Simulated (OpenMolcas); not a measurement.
## Multiconfigurational calculation on Si

Input:

```
&GATEWAY
Coord
1

Si 0.0 0.0 0.0
Basis=ANO-RCC
Group=XYZ
NoMove
AngMom=0.0 0.0 0.0
AMFI
&SEWARD
&RASSCF
FileOrb=start.orb
Symmetry=1
Spin=3
nActEl=4 0 0
Inactive=2 3
Ras2=1 3
CIRoot=6 6 1
SDav=6
CIMx=300
Iter=120 100
PrWF=0.3
OrbListing=Nothing
MaxOrb=0
Atom
>>> COPY $Project.JobIph JOBPRE
&RASSCF
FileOrb=start.orb
Symmetry=1
Spin=3
nActEl=4 0 2
Inactive=2 3
Ras2=1 3
Ras3=5 0
CIRoot=3 3 1
SDav=211
CIMx=300
Iter=120 100
PrWF=0.3
OrbListing=Nothing
MaxOrb=0
Thrs=2.0e-7 1.0e-1 5.0e-4
Atom
>>> COPY $Project.JobIph JOB001
&RASSCF
FileOrb=start.orb
Symmetry=1
Spin=1
nActEl=4 0 2
Inactive=2 3
Ras2=1 3
Ras3=5 0
CIRoot=6 6 1
SDav=192
CIMx=300
Iter=120 100
PrWF=0.3
OrbListing=Nothing
MaxOrb=0
Thrs=2.0e-7 1.0e-1 5.0e-4
Atom
>>> COPY $Project.JobIph JOB002
&RASSCF
FileOrb=start.orb
Symmetry=2
Spin=5
nActEl=4 0 2
Inactive=2 3
Ras2=1 3
Ras3=5 0
CIRoot=1 1 1
SDav=36
CIMx=300
Iter=120 100
PrWF=0.3
OrbListing=Nothing
MaxOrb=0
Thrs=2.0e-7 1.0e-1 5.0e-4
Atom
>>> COPY $Project.JobIph JOB003
&RASSCF
FileOrb=start.orb
Symmetry=2
Spin=3
nActEl=4 0 2
Inactive=2 3
Ras2=1 3
Ras3=5 0
CIRoot=8 8 1
SDav=174
CIMx=300
Iter=120 100
PrWF=0.3
OrbListing=Nothing
MaxOrb=0
Thrs=2.0e-7 1.0e-1 5.0e-4
Atom
>>> COPY $Project.JobIph JOB004
&RASSCF
FileOrb=start.orb
Symmetry=2
Spin=1
nActEl=4 0 2
Inactive=2 3
Ras2=1 3
Ras3=5 0
CIRoot=5 5 1
SDav=138
CIMx=300
Iter=120 100
PrWF=0.3
OrbListing=Nothing
MaxOrb=0
Thrs=2.0e-7 1.0e-1 5.0e-4
Atom
>>> COPY $Project.JobIph JOB005
&RASSI
NrOfJobIphs=5 3 6 1 8 5
1 2 3
1 2 3 4 5 6
1
1 2 3 4 5 6 7 8
1 2 3 4 5
IphNames
JOB001
JOB002
JOB003
JOB004
JOB005
EJob
SpinOrbit
DIPRint=1.0
SOCoupling=1000.0
Subsets=2
MEES
Property=10
'ANGMOM' 1 'ANGMOM' 2 'ANGMOM' 3 'MLTPL  1' 1 'MLTPL  1' 2 'MLTPL  1' 3
'AMFI' 1 'AMFI' 2 'AMFI' 3 'MLTPL  2' 6
SOProperty=3
'ANGMOM' 1 'ANGMOM' 2 'ANGMOM' 3
```

Launched by
```bash
OMP_NUM_THREADS=1 MOLCAS_MEM=2252 MOLCAS_PROJECT=a pymolcas a.inp > a.log  # once for each step of the input, in one work folder
```

A driver script runs the steps one by one and writes start.orb anew before each from the orbitals found so far.

Output, cut to the results:

```
--- SEWARD ---
Basis set label: SI.ANO-RCC.........

      Electronic valence basis set:
      ------------------
      Associated Effective Charge  14.000000 au
      Associated Actual Charge     14.000000 au
      Nuclear Model: Point charge

      Shell  nPrim  nBasis  Cartesian Spherical Contaminant
         s      17       8        X
         p      12       7        X
         d       5       5                 X
         f       4       4                 X
         g       2       2                 X
                  Relativistic Douglas-Kroll-Hess integrals:
                    - DKH order of Hamiltonian: 2
                    - DKH order of Properties : 0
                  Atomic mean-field integrals
--- RASSCF ---
Wave function specifications:
      -----------------------------

      Number of closed shell electrons          10
      Number of electrons in active shells       4
      Max number of holes in RAS1 space          0
      Max nr of electrons in RAS3 space          2
      Number of inactive orbitals                5
      Number of active orbitals                  9
      Number of secondary orbitals              86
      Spin quantum number                      1.0
      State symmetry                             1
Orbital specifications:
      -----------------------

      Symmetry species                           1   2
                                                ag  au
      Frozen orbitals                            0   0
      Inactive orbitals                          2   3
      Active orbitals                            6   3
      RAS1 orbitals                              0   0
      RAS2 orbitals                              1   3
      RAS3 orbitals                              5   0
      Secondary orbitals                        43  43
      Deleted orbitals                           0   0
      Number of basis functions                 51  49
      Number of CSFs                           211
      Number of root(s) required                 3
      Iter CI   SX   CI       RASSCF       Energy    max ROT     max BLB   max BLB  Level Ln srch  Step   QN
          iter iter root      energy       change     param      element    value   shift minimum  type update
 Nr of preliminary CI iterations:   1
        1   1   16    0  -289.49949516    0.00E+00   2.98E-01*   3   9 1 -2.85E-02*  0.03   0.00    SX    NO
        2   1   16    0  -289.51472149   -1.52E-02* -5.70E-02    5   8 2  5.06E-03*  0.02   0.00    SX    NO
        3   1   16    0  -289.51554704   -8.26E-04*  1.80E-02    3  10 1  3.78E-03*  0.03   0.00    SX    NO
        4   1   14    0  -289.51562372   -7.67E-05*  5.07E-03    3  18 2  8.17E-04*  0.03   0.00    SX    NO
        5   1   14    0  -289.51564070   -1.70E-05* -1.97E-03    3  10 1  6.44E-04*  0.03   0.63    QN   YES
        6   1   13    0  -289.51565092   -1.02E-05* -5.56E-04    3  10 1  8.68E-05   0.03   1.03    QN   YES
        7   1    7    0  -289.51565098   -5.47E-08  -1.53E-04    3  18 2  8.60E-06   0.03   1.22    QN   YES
      Convergence after  7 iterations
        8   1    7    0  -289.51565098   -2.66E-09  -1.53E-04    3  18 2 -3.84E-06   0.03   1.22    QN   YES
      Natural orbitals and occupation numbers for root  1
      sym 1:   1.913123   0.011431   0.011431   0.015129   0.009962   0.015129
      sym 2:   0.986792   0.050210   0.986792
      Natural orbitals and occupation numbers for root  2
      sym 1:   1.913123   0.011431   0.015129   0.015129   0.009962   0.011431
      sym 2:   0.050210   0.986792   0.986792
      Natural orbitals and occupation numbers for root  3
      sym 1:   1.913123   0.015129   0.011431   0.009962   0.015129   0.011431
      sym 2:   0.986792   0.986792   0.050210
::    RASSCF root number  1 Total energy:   -289.51565098
::    RASSCF root number  2 Total energy:   -289.51565098
::    RASSCF root number  3 Total energy:   -289.51565098
--- RASSCF ---
Wave function specifications:
      -----------------------------

      Number of closed shell electrons          10
      Number of electrons in active shells       4
      Max number of holes in RAS1 space          0
      Max nr of electrons in RAS3 space          2
      Number of inactive orbitals                5
      Number of active orbitals                  9
      Number of secondary orbitals              86
      Spin quantum number                      0.0
      State symmetry                             1
Orbital specifications:
...
--- RASSI ---
SPIN-FREE ENERGIES:
  (Shifted by EMIN (a.u.) =       -289.5156509810)

 SF State       Relative EMIN(au)   Rel lowest level(eV)    D:o, cm**(-1)      L_eff

     1             0.0000000000        0.0000000000              0.0000         1.0
     2             0.0000000000        0.0000000000              0.0000         1.0
     3             0.0000000000        0.0000000000              0.0000         1.0
     4             0.0390017176        1.0612908019           8559.8876         2.0
     5             0.0390017176        1.0612908019           8559.8876         2.0
     6             0.0390017176        1.0612908019           8559.8876         2.0
     7             0.0390017176        1.0612908019           8559.8876         2.0
     8             0.0390017176        1.0612908019           8559.8876         2.0
     9             0.0879466222        2.3931495067          19302.0525         0.0
    10             0.1320730404        3.5938905155          28986.6819         0.0
    11             0.2112583536        5.7486326570          46365.8493         2.0
    12             0.2112583536        5.7486326570          46365.8493         2.0
    13             0.2112583536        5.7486326570          46365.8493         2.0
    14             0.2112583536        5.7486326570          46365.8493         2.0
    15             0.2112583536        5.7486326570          46365.8493         2.0
    19             0.2336504847        6.3579535866          51280.3540         2.0
    20             0.2336504847        6.3579535866          51280.3540         2.0
    21             0.2336504847        6.3579535866          51280.3540         2.0
    22             0.2336504847        6.3579535866          51280.3540         2.0
    23             0.2336504847        6.3579535866          51280.3540         2.0
    18             0.2514580258        6.8425214638          55188.6575         1.0
...
```

Levels above the lowest, from the spin-orbit matrix, grouped by J:

```json
{"Configuration": "3s2 3p2", "Term": "3P", "J": "0", "E (cm-1)": "0.0", "Measured (cm-1)": "0.0", "Term weight %": "100"}
{"Configuration": "3s2 3p2", "Term": "3P", "J": "1", "E (cm-1)": "66.7", "Measured (cm-1)": "77.1", "Term weight %": "100"}
{"Configuration": "3s2 3p2", "Term": "3P", "J": "2", "E (cm-1)": "196", "Measured (cm-1)": "223", "Term weight %": "100"}
{"Configuration": "3s2 3p2", "Term": "1D", "J": "2", "E (cm-1)": "8693", "Measured (cm-1)": "6299", "Term weight %": "100"}
{"Configuration": "3s2 3p2", "Term": "1S", "J": "0", "E (cm-1)": "19435", "Measured (cm-1)": "15394", "Term weight %": "100"}
{"Configuration": "3s 3p3", "Term": "5S*", "J": "2", "E (cm-1)": "29118", "Measured (cm-1)": "33326", "Term weight %": "100"}
{"Configuration": "3s 3p3", "Term": "3D*", "J": "1", "E (cm-1)": "46483", "Measured (cm-1)": "45276", "Term weight %": "100"}
{"Configuration": "3s 3p3", "Term": "3D*", "J": "2", "E (cm-1)": "46492", "Measured (cm-1)": "45294", "Term weight %": "100"}
{"Configuration": "3s 3p3", "Term": "3D*", "J": "3", "E (cm-1)": "46507", "Measured (cm-1)": "45322", "Term weight %": "100"}
```

Against the 8 measured excited levels shown (NIST Handbook of Basic Atomic Spectroscopic Data) the mean absolute deviation is 1800 cm-1; the largest miss in energy is 3s 3p3 5S* 2: computed 29118, measured 33326 cm-1 (-12.6 %), and the largest in proportion 3s2 3p2 1D2 (+38.0 %).

Without dynamic correlation excited terms often stand tens of per cent too high (terms of higher spin than the ground term too low), and those without a measured partner can miss by more than the paired ones. The run also gave levels led by 3s2 3p 3d, which use shells meant for correlation; these and all levels above them are left out. Some terms mix strongly with configurations of 3d, whose occupation reaches 0.36 (3s 3p3 3D*). Measured partners are found by configuration, term and J. A level has none where our copy of the source lacks it or the pairing is in doubt (some pairs that miss far off the trend of their configuration count as doubtful), and it then counts in no deviation. Only configurations of the active space appear. The first state left out of the spin-orbit step lies near 80000 cm-1 above the lowest spin-free state of the reference (among the parities and spins computed), and the list stops at four fifths of that energy or lower.

The RASSCF and RASSI steps took 26 s on 1 thread of Intel(R) Xeon(R) 6975P-C (Granite Rapids), with other jobs on the host; the integral step is not counted.

The term weight is that of the spin-free term in the level, not the purity of its configuration. * marks odd parity.
